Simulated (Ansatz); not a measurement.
`ClB1CO1` and `FC1OB1Cl` differ in one atom or group.

Ansatz, PBE0-D4/def2-TZVP geometries, multiplicity 1. 

```tsv
property	`ClB1CO1`
LUMO energy (ωB97M-V/def2-TZVPP) / eV	1.91
HOMO–LUMO gap (B3LYP/def2-TZVPP) / eV	7.74
LUMO energy (PBE/def2-TZVPP) / eV	-1.23
HOMO–LUMO gap (ωB97M-V/def2-TZVPP) / eV	12.59
HOMO energy (PBE0/def2-TZVPP) / eV	-8.40
HOMO–LUMO gap (PBE0/def2-TZVPP) / eV	8.19
```

Problem. What does the change do to each property? (Best estimate.)

Solution. Ansatz gave: 
```json
{"property": "LUMO energy (ωB97M-V/def2-TZVPP) / eV", "`FC1OB1Cl`": "1.34", "shift": "-0.57"}
{"property": "HOMO–LUMO gap (B3LYP/def2-TZVPP) / eV", "`FC1OB1Cl`": "7.18", "shift": "-0.56"}
{"property": "LUMO energy (PBE/def2-TZVPP) / eV", "`FC1OB1Cl`": "-1.81", "shift": "-0.58"}
{"property": "HOMO–LUMO gap (ωB97M-V/def2-TZVPP) / eV", "`FC1OB1Cl`": "12.06", "shift": "-0.53"}
{"property": "HOMO energy (PBE0/def2-TZVPP) / eV", "`FC1OB1Cl`": "-8.42", "shift": "-0.02"}
{"property": "HOMO–LUMO gap (PBE0/def2-TZVPP) / eV", "`FC1OB1Cl`": "7.62", "shift": "-0.57"}
```

B3LYP here is the variant with VWN-RPA as its local correlation; programs differ in this.
